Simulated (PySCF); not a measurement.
CH2F4Si, SMILES FC([SiH2]F)(F)F.

Coordinates come from a PBE0-D3(BJ)/def2-SVP optimisation.

Calculation: ωB97X/def2-TZVP run with PySCF.

The molecule is in vacuum.

The total energy is -728.34080 hartree, the point group is Cs and the highest occupied level is -12.16 eV. The lowest empty level comes out as 1.59 eV. The orbital gap is 13.75 eV. The dipole moment is 1.96 D. The quadrupole, principal values (traceless, Buckingham form, about the centre of nuclear charge) is -5.04, 1.24, 3.80 D·Å and the mean static polarisability is 37.8 bohr³ (5.60 Å³). The polarisability, principal values is 36.0, 37.9, 39.5 bohr³.
